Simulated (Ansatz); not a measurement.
Reactions of `Cl[SiH2][SbH2]`.

Isolated molecules relaxed with PBE0-D4/def2-TZVP in Ansatz; ΔE leaves out vibrations. CCSD(T)/CBS adds triple-zeta CCSD(T) − MP2 to the extrapolated MP2 energy (def2 sets, frozen cores). This one scheme is used for every species. def2 core potentials past Kr. For Ge, Sb outer-core shells are correlated without core-valence functions, which leaves a few kJ/mol of doubt a bond. Scalar relativity is left out up to krypton. Each species was taken in one conformer, which may not be the lowest.

**Question.** Order these by ΔE at CCSD(T)/CBS, lowest first. (Best estimate.)
A. `Cl[SiH2][SbH2]` + `CB(O)S` → `C[SiH](Cl)[SbH2]` + `OBS`
B. `Cl[SiH2][SbH2]` + `C[SiH](S)Cl` → `C[SiH](Cl)S[SiH2]Cl` + `[SbH3]`
C. `Cl[SiH2][SbH2]` + `[OH][GeH3]` → `Cl[SiH2][O][GeH3]` + `[SbH3]`
D. `Cl[SiH2][SbH2]` + `OBO` → `O[B](O)[SbH2]` + `[SiH3]Cl`
E. `Cl[SiH2][SbH2]` + `CC1CO1` → `C[C@H]1O[C@@H]1[SbH2]` + `[SiH3]Cl`
F. `Cl[SiH2][SbH2]` + `CCl` → `ClC[SiH2][SbH2]` + HCl

**Answer.** C (-0.92 eV), B (-0.36 eV), A (-0.04 eV), D (+0.50 eV), E (+0.63 eV), F (+1.02 eV).

Largest T1 diagnostic: 0.014, for `[SbH3]`.
